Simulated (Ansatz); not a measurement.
Molecule: AuCl, charge 0, multiplicity 1. SMILES: [Cl][Au]
Geometry: optimised at B3LYP-D3(BJ)/def2-TZVP (Ansatz, a first-principles code).

Wanted: atomisation energy (electronic, to ground-state atoms), in kcal/mol. Valence correlation only, unless marked. Open shells are spin-unrestricted. Spin-orbit coupling is left out. The frozen core is the preceding noble-gas configuration, with the filled d and f shells of earlier blocks. In def2 rows, elements after Kr have scalar-relativistic effective core potentials. The coupled-cluster limit lacks core correlation, which all-electron functionals hold. CBS marks a two-point X^-3 extrapolation of the correlation energy; Hartree-Fock from the larger set.

```json
[
 {"level": "HF/def2-TZVPPD", "program": "Ansatz", "atomisation energy (kcal/mol)": "38.7"}
]
```

Question: Predict the CCSD(T)/CBS(def2-TZVPPD,def2-QZVPPD) result (Ansatz).

Answer: 67.5 kcal/mol
